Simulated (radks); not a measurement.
Values are calculated unless marked as measured or tabulated.
Species: the barium ion Ba40+. Configuration: [Ne] 3s2 3p4.

Level of theory: Dirac Kohn-Sham, PBE, spin-unpolarised, spherical densities, point nucleus; open shells are shared between the two j in proportion to 2j + 1 (a radial shooting solver on a logarithmic mesh with Libxc functionals).

Energy parts (hartree):
part                       energy
total                  -6752.2083
kinetic                 7287.6853
electron-nucleus      -14841.2977
Hartree                  919.7359
exchange-correlation    -118.3318

Orbitals (lengths in bohr, moments of r in powers of bohr; <r^-3> diverges for s and p1/2):
[
 {"orbital": "1s1/2", "occ.": "2", "eigenvalue (hartree)": "-1456.571", "<1/r>": "60.72", "<r^-3>": "-", "<r^2>": "0.0008879", "small-component weight": "4.28e-02"},
 {"orbital": "2s1/2", "occ.": "2", "eigenvalue (hartree)": "-301.1952", "<1/r>": "14.43", "<r^-3>": "-", "<r^2>": "0.01377", "small-component weight": "9.46e-03"},
 {"orbital": "2p1/2", "occ.": "2", "eigenvalue (hartree)": "-289.6512", "<1/r>": "14.37", "<r^-3>": "-", "<r^2>": "0.01011", "small-component weight": "9.44e-03"},
 {"orbital": "2p3/2", "occ.": "4", "eigenvalue (hartree)": "-275.2923", "<1/r>": "13.13", "<r^-3>": "6446", "<r^2>": "0.01130", "small-component weight": "8.94e-03"},
 {"orbital": "3s1/2", "occ.": "2", "eigenvalue (hartree)": "-116.3179", "<1/r>": "5.760", "<r^-3>": "-", "<r^2>": "0.07978", "small-component weight": "3.53e-03"},
 {"orbital": "3p1/2", "occ.": "1.33333", "eigenvalue (hartree)": "-112.0737", "<1/r>": "5.694", "<r^-3>": "-", "<r^2>": "0.07299", "small-component weight": "3.47e-03"},
 {"orbital": "3p3/2", "occ.": "2.66667", "eigenvalue (hartree)": "-108.5183", "<1/r>": "5.371", "<r^-3>": "1643", "<r^2>": "0.07801", "small-component weight": "3.34e-03"},
 {"orbital": "3d3/2", "occ.": "0", "eigenvalue (hartree)": "-102.3706", "<1/r>": "5.245", "<r^-3>": "282.8", "<r^2>": "0.05886", "small-component weight": "3.20e-03"},
 {"orbital": "3d5/2", "occ.": "0", "eigenvalue (hartree)": "-101.5242", "<1/r>": "5.163", "<r^-3>": "259.4", "<r^2>": "0.06019", "small-component weight": "3.16e-03"},
 {"orbital": "4s1/2", "occ.": "0", "eigenvalue (hartree)": "-60.76747", "<1/r>": "3.023", "<r^-3>": "-", "<r^2>": "0.2797", "small-component weight": "1.77e-03"}
]

The highest occupied level is 3p3/2 at -2952.9 eV. The density falls to 0.001 e/bohr^3 at r = 0.76 bohr. For comparison, the ionisation energy in NIST's Atomic Spectra Database is 2994 eV (theoretical). In exact Kohn-Sham theory the highest level is minus the ionisation energy, but local and semilocal functionals leave it too shallow, through self-interaction and a potential that decays too fast; potentials with the right tail come closer.

Beside tabulated values, note that spin-unpolarised runs miss the spin-polarisation part of the exchange energy of open shells.
